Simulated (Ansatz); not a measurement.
Ideal-gas functions of C$_{2}$HF$_{3}$Ge (`C#[C][Ge]([F])([F])[F]`) at 800 K and 1 bar, from an Ansatz frequency run at PBE0-D4/def2-TZVP.

Molar mass 154.63 g/mol, point group C3v (symmetry number 3), electronic degeneracy 1, moments of inertia 141.813, 261.056, 261.058 u Å². Harmonic wavenumbers (cm⁻¹, unscaled): 114, 114, 225, 225, 271, 323, 323, 558, 745, 760, 760, 771, 771, 2191, 3462.

Use S(trans) = R[1.5 ln M + 2.5 ln T − 1.1517]; rotational temperatures θ = 24.2544 K / I; S(rot) = R[ln(√π/σ · √(T³/θAθBθC)) + 1.5]; for each mode x = 1.438777 ν̃/T, S = R[x/(eˣ − 1) − ln(1 − e⁻ˣ)] and H = RT x/(eˣ − 1); 1 cm⁻¹ = 0.0119627 kJ/mol; R = 8.31446 J/(mol·K).

Problem. By hand: the entropy, in J/(mol·K).

Solution. Translation 192.2. Rotation: θ = 0.171, 0.0929, 0.0929 K, giving 118.6. Vibration, mode by mode: 21.50, 21.50, 15.89, 15.89, 14.37, 12.95, 12.95, 8.63, 6.48, 6.33, 6.33, 6.23, 6.23, 0.81, 0.12, in all 156.2. Electronic 0.0. Sum 467.0 J/(mol·K).

Problem. By hand: H − E and G − E in kJ/mol, counted from the electronic energy.

Solution. Zero-point energy ½ × 11613 × 0.0119627 = 69.5; thermal vibration 57.7; translation, rotation and pV give 4 RT = 26.6. H − E = 153.8 kJ/mol, and G − E = 153.8 − 800 × 467.0/1000 = -219.8 kJ/mol.

Vibration gives 33 % of the entropy, 43.0 J/(mol·K) of it from the modes under 150 cm⁻¹: soft modes count most, and the harmonic formula is weakest for them.
